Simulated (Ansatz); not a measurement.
CH₅BO₂S, SMILES `CSB(O)O`. Total charge 0; spin multiplicity 1. Geometry: relaxed with PBE0-D4/def2-TZVP. It is a higher conformer; a search finds a lower one.

```xyz
10

C     1.203   -0.354    1.018
S    -0.182    0.799    0.887
B    -0.942    0.338   -0.713
O    -2.039    1.014   -1.149
O    -0.481   -0.654   -1.519
H     1.917   -0.211    0.206
H     1.710   -0.140    1.958
H     0.857   -1.388    1.048
H    -2.335    1.706   -0.555
H     0.291   -1.109   -1.182
```

What is the dipole moment at ωB97M-V/def2-TZVPP? (An estimate is asked.)

Ansatz gave: 2.56 D, with components (1.89, -0.51, 1.66) D in this frame, pointing from negative to positive charge.

And with PBE, r2SCAN, B3LYP? (Best estimate.)

Ansatz gave: PBE 2.45 D, r2SCAN 2.54 D, B3LYP 2.58 D.

Give the Mulliken charges with ωB97M-V, r2SCAN, PBE in def2-TZVPP. (Best estimate.)

Computed: 
```json
{"atom": "C1", "ωB97M-V": "-0.37", "r2SCAN": "-0.15", "PBE": "-0.27"}
{"atom": "S2", "ωB97M-V": "-0.15", "r2SCAN": "-0.20", "PBE": "-0.21"}
{"atom": "B3", "ωB97M-V": "0.28", "r2SCAN": "0.32", "PBE": "0.23"}
{"atom": "O4", "ωB97M-V": "-0.26", "r2SCAN": "-0.30", "PBE": "-0.24"}
{"atom": "O5", "ωB97M-V": "-0.28", "r2SCAN": "-0.32", "PBE": "-0.25"}
{"atom": "H6", "ωB97M-V": "0.14", "r2SCAN": "0.08", "PBE": "0.12"}
{"atom": "H7", "ωB97M-V": "0.14", "r2SCAN": "0.08", "PBE": "0.12"}
{"atom": "H8", "ωB97M-V": "0.14", "r2SCAN": "0.08", "PBE": "0.12"}
{"atom": "H9", "ωB97M-V": "0.18", "r2SCAN": "0.21", "PBE": "0.20"}
{"atom": "H10", "ωB97M-V": "0.19", "r2SCAN": "0.20", "PBE": "0.19"}
```

B3LYP here is the variant with VWN-RPA as its local correlation; programs differ in this.
